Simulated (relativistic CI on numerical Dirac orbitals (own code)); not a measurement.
## Inner-shell lines of Tl⁴⁵⁺

These numbers are calculated, not measured: Dirac-Coulomb-Breit CI, orbitals from a KLI potential per configuration, a model potential for QED, unscaled Slater integrals (own radial code, finite nucleus).

CI space (outside the closed core [Ar] 4s2 4p6): 3d10, 3d9 4f, 3d9 5p, 3d9 5f. Levels of other configurations are missing.

The table holds the strongest lines. The upper levels have an inner-shell vacancy. Auger decay, open to those above the ionisation limit, is not computed, and radiative decays to configurations outside the model are missing too. Absolute energies can be off by a few tenths of a per cent, so close lines can change order. LS names give the leading component, which can be well under half, for lower levels too. Brackets number the levels in order of energy.

| λ (Å) | Upper | Lower | A (s⁻¹) | gA (s⁻¹) |
| --- | --- | --- | --- | --- |
| 4.89858 | 3d9 4f 3P°_1 [3] | 3d10 1S_0 [1] | 5.66e+10 | 1.70e+11 |
| 4.83094 | 3d9 4f 3D°_1 [13] | 3d10 1S_0 [1] | 2.40e+14 | 7.20e+14 |
| 4.65967 | 3d9 4f 1P°_1 [21] | 3d10 1S_0 [1] | 4.97e+14 | 1.49e+15 |
| 3.97722 | 3d9 5p 1P°_1 [26] | 3d10 1S_0 [1] | 4.02e+12 | 1.21e+13 |
| 3.93367 | 3d9 5p 3D°_1 [29] | 3d10 1S_0 [1] | 3.91e+12 | 1.17e+13 |
| 3.85406 | 3d9 5p 3P°_1 [31] | 3d10 1S_0 [1] | 5.07e+11 | 1.52e+12 |
| 3.74334 | 3d9 5f 3P°_1 [35] | 3d10 1S_0 [1] | 1.04e+10 | 3.13e+10 |
| 3.72473 | 3d9 5f 1P°_1 [45] | 3d10 1S_0 [1] | 1.62e+14 | 4.87e+14 |
| 3.62239 | 3d9 5f 1P°_1 [53] | 3d10 1S_0 [1] | 1.72e+14 | 5.17e+14 |
